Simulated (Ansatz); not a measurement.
C₅H₁₂N₂Zn, SMILES `CC1=[N+](C)[Zn-]([CH3])[N]1C`, relaxed with RKS PBE0-D4/def2-TZVP in Ansatz 0.2.0 from a GFN2-xTB geometry. The force threshold is 0.005 eV/Å; the program also tests the step.

Charge 0, multiplicity 1.

Start:

```xyz
20

C     1.981    0.867   -0.680
C     0.655    0.325   -0.225
N    -0.081   -0.433   -1.015
C     0.356   -0.760   -2.347
Zn   -1.449   -0.601    0.462
C    -3.159   -1.472    1.087
N     0.136    0.549    0.965
C     0.805    1.354    1.956
H     1.854    1.406   -1.618
H     2.666    0.038   -0.859
H     2.418    1.534    0.055
H    -0.390   -1.410   -2.801
H     0.458    0.135   -2.974
H     1.318   -1.288   -2.345
H    -3.750   -0.804    1.704
H    -3.781   -1.784    0.256
H    -2.947   -2.355    1.682
H     0.183    1.373    2.849
H     1.782    0.940    2.231
H     0.943    2.388    1.618
```

| step | energy (eV) | largest force (eV/Å) | largest move (Å) |
| --- | --- | --- | --- |
| 1 | -56767.6986 | 1.127 | 0.000 |
| 2 | -56767.7522 | 0.486 | 0.050 |
| 3 | -56767.7629 | 0.064 | 0.030 |
| 4 | -56767.7632 | 0.019 | 0.009 |
| 5 | -56767.7634 | 0.012 | 0.013 |
| 6 | -56767.7635 | 0.021 | 0.013 |
| 7 | -56767.7635 | 0.009 | 0.006 |
| 8 | -56767.7635 | 0.003 | 0.003 |
| 9 | -56767.7635 | 0.005 | 0.005 |
| 10 | -56767.7635 | 0.006 | 0.007 |
| 11 | -56767.7635 | 0.005 | 0.011 |
| 12 | -56767.7636 | 0.006 | 0.010 |
| 13 | -56767.7636 | 0.006 | 0.009 |
| 14 (rejected) | -56767.7635 | 0.036 | 0.015 |
| 15 | -56767.7636 | 0.004 | 0.008 |
| 16 | -56767.7636 | 0.002 | 0.015 |

End:

```xyz
20

C     1.985    0.906   -0.691
C     0.689    0.322   -0.228
N    -0.051   -0.461   -0.997
C     0.333   -0.807   -2.334
Zn   -1.433   -0.657    0.482
C    -3.124   -1.436    1.065
N     0.161    0.521    0.967
C     0.778    1.331    1.978
H     1.824    1.506   -1.591
H     2.679    0.107   -0.963
H     2.450    1.531    0.068
H    -0.424   -1.462   -2.765
H     0.419    0.067   -2.996
H     1.290   -1.346   -2.380
H    -3.695   -0.730    1.673
H    -3.743   -1.729    0.213
H    -2.948   -2.329    1.671
H     0.145    1.331    2.866
H     1.763    0.956    2.288
H     0.902    2.379    1.674
```

Hardware: 4 threads of an AMD EPYC 7R13 on a shared host and a share of an NVIDIA H100 80 GB. Wall time 57 s, peak host memory 1 GiB.
